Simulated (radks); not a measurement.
Question: Ge3+, 29 electrons, occupied as [Ar] 3d10 4s1. All-electron calculation, scalar-relativistic Kohn-Sham, LDA (Slater exchange, VWN5 correlation), spin-unpolarised, spherical densities, finite nucleus; Fermi nuclear charge, rms radius 4.0742 fm. Program: a radial shooting solver on a logarithmic mesh with Libxc functionals. Some entries of the table are withheld. Estimate them.

orbital  occ.  eigenvalue (eV)  <r> (bohr)  <1/r> (bohr^-1)
1s          2        -10975.81     0.04707            32.33
2s          2        -1403.636      0.2104            7.094
2p          6              (1)      0.1839            6.963
3s          2        -201.9105      0.6252            2.282
3p          6        -149.5407         (2)            2.131
3d         10         -63.4917      0.7251            1.795
4s          1         -40.8993         (3)           0.7164

Answer: 
(1) 2p eigenvalue (eV): -1232.324
(2) 3p <r> (bohr): 0.6471
(3) 4s <r> (bohr): 1.838
